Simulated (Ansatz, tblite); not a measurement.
Series (H2BX)2: gap (eV) at several levels, gas phase, relaxed structures; Ansatz, xTB through tblite. The structures are stationary points that may keep the symmetry of their start.

```csv
species,state,geometry,GFN1-xTB,GFN2-xTB,PBE-D4/def2-SVP,PBE-D4/def2-TZVP,r2SCAN-D4/def2-TZVP,PBE0-D4/def2-TZVP
(H2B-mu-SH)2 (B2H6S2),singlet,PBE-D4/def2-SVP,6.22,5.92,6.05,5.82,6.44,7.93
(H2B-mu-NH2)2 (B2N2H8),singlet,PBE-D4/def2-SVP,7.73,9.75,7.01,6.53,7.48,8.74
```

**Question.** Estimate the rows for (H2B-mu-PH2)2 (B2P2H8) (singlet, PBE-D4/def2-SVP geometry).

**Answer.** 
```csv
species,state,geometry,GFN1-xTB,GFN2-xTB,PBE-D4/def2-SVP,PBE-D4/def2-TZVP,r2SCAN-D4/def2-TZVP,PBE0-D4/def2-TZVP
(H2B-mu-PH2)2 (B2P2H8),singlet,PBE-D4/def2-SVP,5.63,4.87,5.28,5.11,5.55,7.12
```

Over the 3 species that have every level, the mean is 6.53 at GFN1-xTB, 6.85 at GFN2-xTB, 6.11 at PBE-D4/def2-SVP, 5.82 at PBE-D4/def2-TZVP, 6.49 at r2SCAN-D4/def2-TZVP, 7.93 at PBE0-D4/def2-TZVP. Orbital gaps grow with the share of exact exchange and aren't one observable across functionals.
